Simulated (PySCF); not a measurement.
FH2MoNOS, SMILES [O]=[Mo]([F])([NH2])=[S], multiplicity 1. The structure is a stationary point at PBE-D3(BJ)/def2-SVP. The multiplicity is an assumed one; no other spin state was optimised. The structure was generated by enumeration; whether it is a known compound was not checked. The def2 effective core potentials stand for the cores of Mo; spin–orbit coupling is left out. Other conformers were not sampled.

Computed equilibrium geometry at PBE-D3(BJ)/def2-SVP (PySCF confirms it by a frequency run) as bond lengths and angles (one conformer of several):
Atoms: Mo1 O2 S3 F4 N5 H6 H7. Bonded distances (Å): Mo1–O2 1.692, Mo1–S3 2.139, Mo1–F4 1.865, Mo1–N5 1.921, N5–H6 1.027, N5–H7 1.026. Bond angles (°): O2–Mo1–S3 110.8, O2–Mo1–F4 110.6, O2–Mo1–N5 107.2, S3–Mo1–F4 110.1, S3–Mo1–N5 107.6, F4–Mo1–N5 110.5, Mo1–N5–H6 122.5, Mo1–N5–H7 125.0, H6–N5–H7 111.4.
Charge 0, spin multiplicity 1.
